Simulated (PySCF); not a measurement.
## Adding and removing an electron: SrGa

PBE0; Sr def2-SVP with ECP28, Ga def2-SVP; scalar-relativistic core potentials (PySCF 2.14). Neutral (UKS): doublet (π ↑), Re = 3.282 Å, ωe = 114 cm⁻¹, De = 0.63 eV, HOMO -3.68 eV, LUMO -2.07 eV.

SrGa⁺ (UKS): singlet (closed shell), Re = 3.621 Å, ωe = 101 cm⁻¹, De = 1.30 eV to Sr⁺ + Ga. The energies at the minima are -1954.99616 hartree for SrGa and -1954.81494 for SrGa⁺.

Task: Work out the adiabatic ionisation energy, without and with harmonic zero-point energies (1 hartree = 27.2114 eV, 1 eV = 8065.5 cm⁻¹), and the change of the bond length.

Result: At PBE0: 0.18122 hartree = 4.931 eV between the minima; the zero-point term (101.0 − 114.0)/2 cm⁻¹ = -0.001 eV makes it 4.930 eV. Re changes by +33.9 pm against the neutral. The electron leaves a π orbital, and the longer bond of the ion fits a bonding orbital, or a change in how ionic the bond is.

⟨S²⟩ is raised (SrGa 0.98), so spin contamination touches these numbers. Closed-shell solutions of metal pairs were not tested for spin polarisation, which can lower them a little. For an ion De counts to the pair picked by the measured ionisation energies or electron affinities, which need not be the lowest pair at this level. States were picked by a PBE0 search and need not be the measured ground states.
